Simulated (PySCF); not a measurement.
Two species compared at the same levels of theory.

First species: C₆H₁₁NOSi.
InChI=1S/C6H11NOSi/c1-2-3-6(9,4-7)5-8/h5H,2-3H2,1,9H3/t6-/m1/s1

Second species: C₆H₁₁NOSi.
Z-matrix (Å and degrees, GFN2-xTB geometry), rows numbered from 1:
```
C 
C   1  1.4979
C   2  1.5099  1  115.05
C   3  1.5236  2  109.71  1    76.56
N   4  1.3529  3  113.01  2    64.80
O   4  1.2091  3  124.11  2  -115.28
C   2  1.3205  1  122.74  3   178.10
C   7  1.5092  2  137.65  1   177.52
Si  7  1.8500  2  153.87  1     8.65
H   1  1.0894  2  110.03  3   -51.85
H   1  1.0898  2  110.13  3    66.50
H   1  1.0870  2  110.77  3  -172.99
H   3  1.0909  2  110.17  1  -163.60
H   3  1.0904  2  110.35  1   -42.48
H   5  1.0041  4  120.77  3    -6.70
H   5  1.0059  4  119.28  3  -176.19
H   8  1.0849  7  116.92  9  -112.53
H   8  1.0836  7  116.07  9   114.04
H   9  1.4535  7  118.97  8   101.52
H   9  1.4518  7  119.58  8  -102.80
```

Levels: PBE0/pcSseg-1 for dipole moment, HOMO energy, LUMO energy and HOMO–LUMO gap; GFN2-xTB for rotational constant A and rotational constant C. Geometries: GFN2-xTB. Each species is one conformer at its optimised geometry, gas phase, non-relativistic unless stated; the electronic structure was computed with PySCF and density fitting.

The conformers computed, where there is a choice (atom-mapped SMILES and torsion angles):
- `[CH3:1][CH2:2][CH2:3][C@@:4]([SiH3:5])([C:6]#[N:7])[CH:8]=[O:9]`: C1–C2–C3–C4 180°, C2–C3–C4–Si5 -176°, C3–C4–C8–O9 28°
- `[CH3:1]/[C:2]([CH2:3][C:4]([NH2:5])=[O:6])=[C:7]1/[CH2:8][SiH2:9]1`: C1–C2–C3–C4 77°, C2–C3–C4–N5 65°, H–N5–C4–C3 -7°, H–N5–C4–C3 -176°

| property | column X | column Y |
| --- | --- | --- |
| dipole moment | 2.56 D | 3.65 D |
| HOMO energy | -7.97 eV | -6.91 eV |
| LUMO energy | -1.43 eV | -0.52 eV |
| HOMO–LUMO gap | 6.54 eV | 6.39 eV |
| rotational constant A | 1.595 GHz | 2.718 GHz |
| rotational constant C | 0.851 GHz | 0.661 GHz |

Question: Which column belongs to which species?

Answer: Column X is the first species and column Y the second. The first has 20 atoms and 76 electrons, the second 20 and 76.

Question: How does each property change from the first species to the second?

Answer: dipole moment +1.09 D; HOMO energy +1.06 eV; LUMO energy +0.91 eV; HOMO–LUMO gap -0.15 eV; rotational constant A +1.123 GHz; rotational constant C -0.190 GHz.

On the first: The dipole equals about 8.5 × 10⁻³⁰ C·m (1 D = 3.33564 × 10⁻³⁰ C·m).

On the second: A dipole of 3.65 D is allowed in C1, and pure rotational transitions are dipole-allowed. The dipole equals about 12.2 × 10⁻³⁰ C·m (1 D = 3.33564 × 10⁻³⁰ C·m).
